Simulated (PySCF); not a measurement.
**Working out the ionisation energy of Ag**

Ag [Kr] 4d10 5s1 (2S) → Ag⁺ [Kr] 4d10 (1S). Calculation: PySCF 2.14, in def2-QZVPPD with the def2 core potential (28 electrons) (7s5p4d4f2g, 88 functions); scalar relativity through the core potential. Frozen: 4s2 4p6. Energies in hartree (1 hartree = 27.21139 eV):

```csv
part,Ag (lower),Ag⁺ (upper)
UHF,-146.118089,-145.884384
CCSD correlation,-0.386993,-0.351883
(T),-0.017281,-0.013409
```

Q: What does Hartree-Fock give?

A: (-145.884384) − (-146.118089) = 0.233705 hartree = 6.359 eV.

Q: What do CCSD and CCSD(T) give?

A: The CCSD correlation energies differ by 0.035110 hartree = 0.955 eV and the triples by 0.003872 hartree = 0.105 eV, so CCSD gives 7.314 eV and CCSD(T) 7.419 eV.

Measured between the centres of the two terms (NIST): 7.576 eV, so CCSD(T) (valence) is off by -0.157 eV.

What remains against the reference includes basis incompleteness, the frozen core and higher excitations.
